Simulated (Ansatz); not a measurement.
## How basis sets differ on C2H2FGe (SMILES C#[C][GeH][F])

C2H2FGe has 6 atoms, charge 0, and is taken as a doublet. As SMILES, `C#[C][GeH][F]`. The coordinates come from a PBE0-D4/def2-TZVP relaxation.

```csv
atom,x (Å),y (Å),z (Å)
C,-0.2592,0.0745,-1.7690
C,0.0062,0.0346,-0.5914
Ge,0.6611,-0.0211,1.1804
F,-0.0218,-1.4424,1.9196
H,-0.5169,0.1070,-2.8033
H,0.1725,1.1834,2.0176
```

Each level gives the dipole moment (D). The values are calculated.

```tsv
level	kind	program	value (D)
UHF/STO-3G	Hartree–Fock	Ansatz	1.53
UHF/3-21G	Hartree–Fock	Ansatz	2.85
UHF/def2-SVP	Hartree–Fock	Ansatz	2.74
UHF/6-311G**	Hartree–Fock	Ansatz	2.81
```

All-electron rows without a relativistic Hamiltonian named are non-relativistic. The values span 1.53 to 2.85 D. Spin contamination of the reference (⟨S²⟩ at least 0.1 too high) touches UHF/STO-3G. Sets without polarisation functions give poor dipoles.
